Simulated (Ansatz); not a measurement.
C2H5ClInN, SMILES `C[C](=N)[InH][Cl]`, relaxed with RKS PBE0-D4/def2-TZVP in Ansatz from a GFN2-xTB geometry. The force threshold is 0.005 eV/Å; the program also tests the step.

Charge 0, multiplicity 1. In takes the def2 core potential.

Start:

```xyz
10

C     0.394   -1.389   -0.385
C     0.002   -0.344    0.585
N    -0.117   -0.549    1.800
In   -0.326    1.662   -0.539
Cl   -1.068    3.678    0.377
H     1.254   -1.040   -0.962
H     0.630   -2.326    0.119
H    -0.427   -1.539   -1.090
H    -0.394    0.222    2.407
H     0.051    1.625   -2.311
```

(1) How much energy does the relaxation release, and in how many steps? (Estimate.)

(2) Which bonds change most? (Estimate.)

(3) Give the relaxed structure. (Estimate.)

Results:

(1) Ansatz gave: 31.93 kJ/mol, in 14 steps.

(2) Computed: C2–In4 from 2.323 to 2.187 Å; In4–H10 from 1.812 to 1.709 Å; In4–Cl5 from 2.336 to 2.364 Å; C2–N3 from 1.237 to 1.260 Å.

(3) The calculation gave: 
```xyz
10

C     0.427   -1.532   -0.311
C     0.009   -0.273    0.378
N    -0.187   -0.257    1.623
In   -0.268    1.568   -0.769
Cl   -0.905    3.097    0.918
H     1.384   -1.390   -0.821
H     0.517   -2.346    0.411
H    -0.302   -1.808   -1.080
H    -0.469    0.662    1.972
H    -0.206    2.279   -2.322
```
